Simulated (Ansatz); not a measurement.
Correlation energies of `[OH][GaH][SiH2]F` by basis set

```xyz
8

O    -1.7236   -1.5382    0.1245
Ga   -0.5268   -0.5210    0.9821
Si    0.9112    0.8322   -0.4178
F     0.5104    0.5542   -1.9547
H    -1.6891   -1.4564   -0.8313
H    -0.5902   -0.6608    2.5363
H     2.3536    0.4980   -0.2657
H     0.7545    2.2921   -0.1734
```

Total charge 0; spin multiplicity 1. Correlated methods include outer-core shells of Ga, which these sets cover unevenly. Scalar relativity is left out up to krypton. All single points use the PBE0-D4/def2-TZVP geometry. It is one conformer, not always the lowest. Frozen core, restricted reference, Ansatz.

| basis | HF (Eh) | MP2 corr. | CCSD corr. | (T) | CCSD(T) total |
| --- | --- | --- | --- | --- | --- |
| def2-SVP | -2388.40344 | -0.68479 | -0.70518 | -0.01691 | -2389.12553 |
| def2-TZVPP | -2388.98960 | -0.84360 | -0.86252 | -0.02981 | -2389.88193 |
| def2-QZVPP | -2389.04819 | -1.14522 | – | – | – |
